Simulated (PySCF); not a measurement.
C3H5BFN, SMILES [C@H]1(B(C=C1)N)F. The structure is a stationary point at B3LYP-D3(BJ)/def2-SVP. The structure was generated by enumeration; whether it is a known compound was not checked. One conformer was computed; it need not be the lowest.

Method: PySCF with B3LYP-D3(BJ)/def2-SVP.

Harmonic wavenumbers (cm⁻¹): 124, 200, 318, 414, 508, 584, 590, 646, 768, 834, 853, 991, 1009, 1027, 1087, 1110, 1162, 1297, 1347, 1468, 1578, 1612, 3044, 3125, 3196, 3590, 3688. Rotational constants (GHz): 4.966, 3.653, 2.243; symmetry number 1.

**Question.** Work out the zero-point energy and the ideal-gas rigid-rotor harmonic-oscillator thermochemistry at 298.15 K and 1 atm.

**Answer.** ZPE = ½ Σ hcν = ½ × 36170 cm⁻¹ = 51.71 kcal/mol. H − E(el) = 56.00 kcal/mol. Entropy in cal/(mol K): translation 39.23, rotation 26.47, vibration 10.48, total 76.18. G − E(el) = 33.29 kcal/mol. Cp = 23.32 cal/(mol K). Modes under 150 cm⁻¹ make the vibrational entropy uncertain.
